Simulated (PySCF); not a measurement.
What does the GFN2-xTB structure of `[CH2][Si](C)(C)C` [radical] look like in three dimensions? (Doublet state.)

```xyz
16
C4H11Si angstrom
C      0.6210    1.5318    1.1311
Si     0.0315    0.1249    0.0843
C      1.4434   -0.5010   -1.0543
C     -1.4327    0.6826   -1.0025
C     -0.4918   -1.3455    1.1916
H      1.3159    1.3975    1.9417
H      0.3043    2.5483    0.9789
H      1.1270   -1.3632   -1.6335
H      2.3105   -0.7937   -0.4710
H      1.7584    0.2697   -1.7502
H     -1.1524    1.5192   -1.6355
H     -2.2766    0.9991   -0.3975
H     -1.7772   -0.1173   -1.6513
H     -0.8211   -2.1901    0.5941
H      0.3376   -1.6810    1.8065
H     -1.3056   -1.0723    1.8561
```

Orientation and origin are arbitrary. Atoms count from 1 in this order. C1 (carbon bonded to Si and 2 H) is planar (angles 123.0°, 122.5° and 114.5°, sum 360.0°, 0.00 Å off the plane of its three neighbours). The C–Si distances run from 1.850 Å (C1–Si2, drawn single) to 1.919 Å (Si2–C3, drawn single), a spread of 0.069 Å. Si2 (silicon bonded to 4 C) is tetrahedral (angles from 107.1° to 110.5°).

Bonds between heavy atoms (Å): C1–Si2 1.850, Si2–C3 1.919, Si2–C4 1.907, Si2–C5 1.914.

The geometry is computed with GFN2-xTB (gas phase). This method treats the open shell by occupation alone, without spin polarisation.

Point group: near Cs, missed by 0.37 Å at most; the miss may be what the optimiser left on a soft mode. Stationary, but not proved a minimum.
